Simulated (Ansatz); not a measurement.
`[CH3][GeH][Cl]`, charge 0, multiplicity 2.

Question: Give a relaxed structure at PBE0-D4/def2-TZVP (Ansatz). (Best estimate.)

Answer: Computed: 
Cartesian coordinates in Å:
```
C 0.058 0.385 -0.815
Ge -0.513 -0.761 0.664
Cl -0.557 0.474 2.446
H 1.041 0.797 -0.578
H -0.652 1.201 -0.949
H 0.119 -0.200 -1.733
H 0.503 -1.895 0.966
```
